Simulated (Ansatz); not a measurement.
Ansatz (a quantum-chemistry and plane-wave program) input (B3LYP/def2-TZVPD):

Ansatz 0.2 input:
```yaml
crystal:
  periodic: [false, false, false]
  atoms:
    - {symbol: Si, position_ang: [1.35560554, -0.04301608, 0.06364557]}
    - {symbol: Si, position_ang: [-1.02163773, 0.03757317, -0.06413601]}
    - {symbol: H, position_ang: [-1.62000933, 1.38029313, -0.29021330]}
    - {symbol: H, position_ang: [-1.39716893, -0.39628784, 1.31666715]}
    - {symbol: H, position_ang: [-1.65837119, -0.90780453, -1.01958768]}
basis:
  gaussian:
    orbitals: def2-TZVPD
hamiltonian:
  xc: {name: B3LYP}
magnetization: {spin_polarized: true, initial_magnetization: 1}
output: {forces: true}
```

End of the output:

```
mean field evaluation 2: about -15801.8619 eV, gradient 1.1e1 eV
mean field evaluation 4: about -15802.8823 eV, gradient 3.2e-1 eV
mean field evaluation 8: about -15802.8877 eV, gradient 1.4e-2 eV
mean field evaluation 16: about -15802.8877 eV, gradient 3.3e-4 eV
mean field evaluation 32: about -15802.7837 eV, gradient 2.2e-6 eV
mean field -15802.88766021 eV, -580.7454099308 hartree, gradient 9.0e-6 eV, S^2 0.754810; 6 other end points of the search recorded, 0 dependent functions left out
the calculation of the forces begins
reference -15802.88789723 eV, -580.7454186411 hartree; 16, 15 occupied and 97, 98 virtual orbitals, 731 factors
Total energy: -15802.88789723 eV, -580.7454186411 hartree
Atom 0 at     1.355606    -0.043016     0.063646 Å, force     0.018368     0.000066    -0.001175 eV/Å
Atom 1 at    -1.021638     0.037573    -0.064136 Å, force     0.002574    -0.001665     0.005087 eV/Å
Atom 2 at    -1.620009     1.380293    -0.290213 Å, force    -0.006734     0.005673    -0.001879 eV/Å
Atom 3 at    -1.397169    -0.396288     1.316667 Å, force    -0.007323    -0.000744     0.002718 eV/Å
Atom 4 at    -1.658371    -0.907805    -1.019588 Å, force    -0.006885    -0.003332    -0.004750 eV/Å
Dipole moment:     0.056031     0.013411    -0.045018 e Å
```

It need not be the lowest isomer of its formula.
